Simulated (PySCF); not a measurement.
Predicted microwave data (PBE0/pcSseg-1 in PySCF (dipole) on a GFN2-xTB geometry, gas phase) for one isomer of C7H4F4:

- Rotational constants: A = 1915, B = 939.7, C = 708.2 MHz
- Dipole components: |μa| = 3.51 D, |μb| = 1.32 D, |μc| = 0.00 D
- Inertial defect: -88.06 u·Å²
- κ: -0.62

Question: Which structure is it? (One computed conformer of each.)
A. `Fc1ccccc1C(F)(F)F`
B. `FC(F)(F)c1ccc(cc1)F`
C. `[F:1][CH2:2][CH2:3][C:4]#[C:5][C:6]#[C:7][C:8]([F:9])([F:10])[F:11]` with F1–C2–C3–C4 70°
D. `Fc1cccc(C(F)(F)F)c1`

Answer: A. It is Fc1ccccc1C(F)(F)F, an asymmetric top, point group Cs. The candidates at the same level (rigid rotor, commonest isotopes):

```
             SMILES  A (MHz)  B (MHz)  C (MHz)  μa (D)  μb (D)  μc (D)  Δ (u·Å²)  point group                        rotor
Fc1cccc(C(F)(F)F)c1     2133    726.4    598.1    1.71    1.77    0.08    -87.72           C1               asymmetric top
  Fc1ccccc1C(F)(F)F     1915    939.7    708.2    3.51    1.32    0.00    -88.06           Cs               asymmetric top
  FCCC#CC#CC(F)(F)F     3145    290.5    281.8    4.56    2.10    0.88   -106.71           C1  near-prolate asymmetric top
Fc1ccc(C(F)(F)F)cc1     2863    614.8    554.9    1.42    0.00    0.07    -87.71           Cs  near-prolate asymmetric top
```

`FCCC#CC#CC(F)(F)F` has B 69 % too low; `Fc1ccc(C(F)(F)F)cc1` has A 50 % too high; `Fc1cccc(C(F)(F)F)c1` has B 23 % too low. In the right answer the mirror of this Cs structure is the ab plane, so μc vanishes by symmetry. No structure here is proved a minimum.
